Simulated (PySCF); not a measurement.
Computed shifts of a molecule C2H4BNO, KT2/pcSseg-1 run with PySCF, GIAO, gas phase, equivalent atoms averaged, in ppm (number of nuclei): ¹H: 6.06 (1), 1.19 (3). ¹³C: 131.1 (1), 16.2 (1). ¹⁵N: 103.9 (1). References: ¹¹B against BF3 (σ = 89.8 ppm); ¹H against TMS (σ = 31.47 ppm); ¹³C against TMS (σ = 185.1 ppm); ¹⁵N against NH3 (σ = 266.2 ppm); ¹⁷O against H2O (σ = 330.4 ppm), references at their B3LYP-D3(BJ)/def2-TZVP geometries, non-relativistic. The structure is a stationary point at B3LYP-D3(BJ)/def2-SVP. Other conformers were not sampled.

### Question
Which structure fits?
(A) CBN=C=O
(B) OB1C=NC1
(C) CB1N=CO1
(D) C#CB(N)O

### Answer
A, CBN=C=O
